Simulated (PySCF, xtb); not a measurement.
C3H2BrF, SMILES FC=C=CBr.

Harmonic wavenumbers (cm⁻¹) from GFN2-xTB run with xtb at its own minimum, in rising order: 95, 173, 278, 389, 566, 616, 700, 811, 1000, 1138, 1185, 1370, 2050, 3044, 3070.

Question: What does PBE-D3(BJ)/def2-SVP run with PySCF give at its own minimum? (Estimate from the structure and the level; the computed values follow.)

Answer: 98, 177, 294, 402, 599, 650, 748, 830, 1016, 1137, 1218, 1383, 2016, 3097, 3118. Paired by order, the mean absolute difference is 25 cm⁻¹ and the zero-point energies are 23.6 and 24.0 kcal/mol.
